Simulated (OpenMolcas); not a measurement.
Worked example: vertical energy of the triplet above the singlet of Si2H2OF2 (SMILES F[Si]1(F)O[SiH2]1)

The species is Si2H2OF2 (7 atoms), meant as a singlet with charge 0. SMILES: `F[Si]1(F)O[SiH2]1`. Geometry: relaxed at PBE0-D4/def2-TZVP.

Both states at this one shape; open shells run unrestricted unless said. 1 Eh = 27.2114 eV.

| level | program | singlet Si2H2OF2 (Eh) | triplet Si2H2OF2 (Eh) |
| --- | --- | --- | --- |
| r2SCAN/def2-SVP | OpenMolcas | -854.663228 | -854.522632 |
| M06-2X/def2-SVP | OpenMolcas | -854.707451 | -854.553449 |

**Question.** Work out the vertical gap, second state less first, at each level.

**Answer.** 
1. r2SCAN/def2-SVP: -854.522632 − (-854.663228) = 0.140596 Eh = 3.83 eV.
2. M06-2X/def2-SVP: -854.553449 − (-854.707451) = 0.154002 Eh = 4.19 eV.

No measured value is set beside it here; the levels span 3.83 to 4.19 eV.
